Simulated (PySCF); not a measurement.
# How methods differ on the excitation energy of Hg²⁺

Hg²⁺ [Xe] 4f14 5d10 (1S) → Hg²⁺ [Xe] 4f14 5d9 6p1 (high-spin determinant), as a difference of total energies. Calculation: PySCF 2.14, in def2-QZVPPD with the def2 core potential (60 electrons) (7s5p4d4f2g, 88 functions); scalar relativity through the core potential. Correlated levels: valence: 5s2 5p6 frozen; valence and next inner shell: nothing frozen outside the core potential. The calculations carry no spin-orbit coupling.

```json
{"method": "UHF", "excitation energy (eV)": "14.158"}
{"method": "LDA", "excitation energy (eV)": "14.472"}
{"method": "PBE", "excitation energy (eV)": "14.317"}
{"method": "PBE0", "excitation energy (eV)": "14.499"}
{"method": "r2SCAN", "excitation energy (eV)": "14.397"}
{"method": "TPSSh", "excitation energy (eV)": "14.376"}
{"method": "M06-L", "excitation energy (eV)": "15.091"}
{"method": "BLYP", "excitation energy (eV)": "14.187"}
{"method": "B97-3", "excitation energy (eV)": "14.771"}
{"method": "MP2 (valence)", "excitation energy (eV)": "15.105"}
{"method": "SCS-MP2 (valence)", "excitation energy (eV)": "15.124"}
{"method": "MP2 (valence and next inner shell)", "excitation energy (eV)": "14.842"}
{"method": "SCS-MP2 (valence and next inner shell)", "excitation energy (eV)": "14.834"}
```

Question: How much does correlation contribute at MP2 (valence and next inner shell)?

Answer: 14.842 − (14.158) = 0.684 eV, measured against UHF.

The determinant of the upper state mixes LS terms, which raises its energy above the lowest term, most at the Hartree-Fock and MP2 levels.
